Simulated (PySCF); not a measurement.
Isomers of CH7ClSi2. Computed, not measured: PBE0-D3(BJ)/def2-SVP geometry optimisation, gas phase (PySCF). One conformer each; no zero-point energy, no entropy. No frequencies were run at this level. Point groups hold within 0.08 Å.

Task: Rank from lowest to highest electronic energy at this level (kcal/mol).
A. `[CH3:1][SiH2:2][SiH2:3][Cl:4]` with C1–Si2–Si3–Cl4 -178°
B. `[SiH3:1][SiH2:2][CH2:3][Cl:4]` with Si1–Si2–C3–Cl4 180°
C. `C(Cl)([SiH3])[SiH3]`
D. `[SiH3:1][CH2:2][SiH2:3][Cl:4]` with Si1–C2–Si3–Cl4 178°

Result: D (0.0), A (1.1), B (40.1), C (42.1).

Neighbours under 2.5 kcal/mol apart ([SiH3]C[SiH2]Cl and C[SiH2][SiH2]Cl; [SiH3][SiH2]CCl and [SiH3]C([SiH3])Cl) can change places with a better method, another conformer or zero-point energy.

| SMILES | E (Eh) | E rel (kcal/mol) | dipole (D) | point group | A, B, C (MHz) |
| --- | --- | --- | --- | --- | --- |
| [SiH3]C[SiH2]Cl | -1080.75551 | 0.0 | 1.36 | near Cs | 13549, 1154, 1098 |
| C[SiH2][SiH2]Cl | -1080.75384 | 1.1 | 2.43 | – | 9163, 1329, 1202 |
| [SiH3][SiH2]CCl | -1080.69167 | 40.1 | 1.50 | Cs | 12758, 1097, 1042 |
| [SiH3]C([SiH3])Cl | -1080.68837 | 42.1 | 1.31 | Cs | 3107, 2772, 1575 |

Task: As an exercise, what shares would exp(−E/RT) give at 2000 K from these electronic energies alone (no entropy, no degeneracies)?

Result: RT = 3.974 kcal/mol: [SiH3]C[SiH2]Cl 56.6 %, C[SiH2][SiH2]Cl 43.4 %, [SiH3][SiH2]CCl under 0.1 %, [SiH3]C([SiH3])Cl under 0.1 %.
